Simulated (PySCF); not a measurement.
# Trend along the halogens: MAg molecules

CCSD(T) with triple-zeta basis sets in PySCF, for the lowest determinant that a PBE0 search found; no spin–orbit coupling. De refers to high-spin ground-configuration atoms.

```tsv
M	basis	reference, frozen orbitals	state (unpaired electrons)	Re (Å)	ωe (cm⁻¹)	De (eV)
F	def2-TZVPP	RHF, 1	singlet (closed shell)	1.981	513	3.23
Cl	def2-TZVPP	RHF, 5	singlet (closed shell)	2.289	340	3.03
Br	x2c-TZVPPall	RHF, 23	singlet (closed shell)	2.410	244	2.84
I	def2-TZVPP	RHF, 4	singlet (closed shell)	2.568	199	2.54
```

The shortest bond is that of AgF (1.981 Å), the longest that of AgI (2.568 Å).

The rows differ in basis set, which adds steps of its own.

Down a group the atoms grow and get heavier, so bonds lengthen and wavenumbers fall; this series shows no clear exception.

Correlated steps freeze the inner cores (1 to 23 orbitals); shallow outer-core shells are correlated. These are scalar-relativistic numbers at best; spin–orbit coupling would shift them, the dissociation energy most. Where the molecule has an RHF reference, its open-shell atoms are computed with UHF. The CCSD T1 diagnostic is raised in AgF, a sign that a single reference may not be enough there.
